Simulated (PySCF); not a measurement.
Geometry (Å), atoms numbered from 1 in this order:
```xyz
13

O    -2.423    0.777   -0.932
B    -1.644    0.046   -0.081
O    -2.258   -0.712    0.864
C    -0.086    0.031   -0.126
C     0.777   -0.666    0.695
C     2.147   -0.459    0.390
C     2.323    0.398   -0.668
S     0.821    0.945   -1.280
H    -1.930    1.289   -1.580
H    -3.217   -0.635    0.806
H     0.414   -1.309    1.498
H     2.976   -0.923    0.928
H     3.258    0.733   -1.115
```

Geometry: PBE0-D3(BJ)/def2-SVP; GIAO shifts from PySCF 2.14, gas phase, non-relativistic, averaged over equivalent atoms.

At PBE0/pcSseg-1 (168 basis functions, 19 s wall time on 1 thread of an Arm Neoverse V1, shared host):
| atoms | δ (ppm) |
| --- | --- |
| O1/O3 | 111.4 |
| B2 | 25.0 |
| C5 | 143.7 |
| C4 | 140.0 |
| C7 | 138.5 |
| C6 | 133.9 |
| S8 | 229.7 |
| H11 | 7.93 |
| H13 | 7.37 |
| H12 | 7.30 |
| H9/H10 | 3.94 |

Referencing at the same level of theory: H2O for ¹⁷O (σref 334.56); BF3·OEt2 for ¹¹B (σref 100.73); TMS for ¹³C (σref 184.41) and ¹H (σref 31.27); ³³S (σref 495.66) vs CS2.

Question: What do these become at B3LYP/pcSseg-2?

Answer: 
```
 atoms  δ at B3LYP/pcSseg-2  change
 O1/O3                107.5    -3.9
    B2                 25.4    +0.4
    C5                147.9    +4.2
    C4                146.6    +6.6
    C7                143.1    +4.6
    C6                137.5    +3.6
    S8                271.7   +42.0
   H11                 7.99   +0.06
   H13                 7.56   +0.19
   H12                 7.37   +0.07
H9/H10                 3.82   -0.12
```

References, each an isolated molecule treated in the same way: ¹⁷O (325.85 ppm) against H2O; BF3·OEt2 for ¹¹B (96.39 ppm); TMS for ¹³C (179.19 ppm) and ¹H (31.39 ppm); CS2 for ³³S (492.20 ppm).

The largest change is at S8 (aromatic ring sulfur). Cost: 365 basis functions, 68 s wall time on 1 thread of an Arm Neoverse V1, shared host. The order of the carbon signals is the same at both levels.

A carbon bonded to boron is broadened by the quadrupolar boron nucleus and is often missing from a measured spectrum. Experimental scales use liquid or dissolved standards, which lie at an offset from isolated H2O (liquid H2O: subtract about 36 ppm).
